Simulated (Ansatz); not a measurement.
Ansatz (an electronic-structure program) input (PBE0/6-31G**): A basis named .json is the Basis Set Exchange file of that set (core-valence sets with the plain set on hydrogen).

Ansatz 0.2 input:
```yaml
crystal:
  periodic: [false, false, false]
  atoms:
    - {symbol: B, position_ang: [-0.77657967, 0.03230627, -0.00413419]}
    - {symbol: N, position_ang: [0.60979542, -0.02536793, 0.00324630]}
    - {symbol: H, position_ang: [-1.39837774, -0.98543134, -0.02544751]}
    - {symbol: H, position_ang: [-1.31189213, 1.09818051, 0.01101914]}
    - {symbol: H, position_ang: [1.19719081, 0.79223349, 0.02089926]}
    - {symbol: H, position_ang: [1.12740949, -0.88893853, -0.00852404]}
basis:
  gaussian:
    orbitals: 6-31G__.json
hamiltonian:
  xc: {name: PBE0}
magnetization: {spin_polarized: false}
```

Output:

```
Functional definition: PBE0
integrals: 0.01 GiB planned
559 factors; their error is unknown
mean field: 0.11 GiB planned
mean field evaluation 1: about -2225.8662 eV, gradient 4.3e1 eV
mean field evaluation 2: about -2222.8480 eV, gradient 5.6e1 eV
mean field evaluation 4: about -2229.5165 eV, gradient 1.1e0 eV
mean field evaluation 8: about -2229.5068 eV, gradient 2.2e-1 eV
mean field -2229.50689568 eV, -81.9328672022 hartree, gradient 2.5e-5 eV, S^2 0.000000; 0 other end points of the search recorded, 0 dependent functions left out
reference -2229.50691182 eV, -81.9328677954 hartree; 8, 8 occupied and 42, 42 virtual orbitals, 559 factors
Total energy: -2229.50691182 eV, -81.9328677954 hartree
```
